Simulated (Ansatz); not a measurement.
ClH6NSi2, SMILES Cl[SiH2][SiH2]N.

Coordinates come from a B3LYP-D3(BJ)/def2-SVP optimisation. This is a generated structure with no PubChem entry under its InChIKey; it may be hypothetical. Other conformers were not sampled.

Two levels are set side by side: PBE/def2-SVPD (Ansatz, a quantum-chemistry and plane-wave program) and PBE0/def2-SVPD (Ansatz). Energy differences of separate SCF runs at the same geometry; the states with an electron removed or added have multiplicity 2 and 2. Differences are taken from unrounded values.

```tsv
quantity	PBE0
vertical ionisation energy (eV)	9.15
vertical singlet–triplet gap (eV)	4.73
```

What does PBE give, and how far is it from PBE0? (Estimate from the structure and the level; the computed values follow.)


```
quantity                            PBE  PBE minus PBE0
---------------------------------  ----  --------------
vertical ionisation energy (eV)    8.84           -0.31
vertical singlet–triplet gap (eV)  4.34           -0.39
```
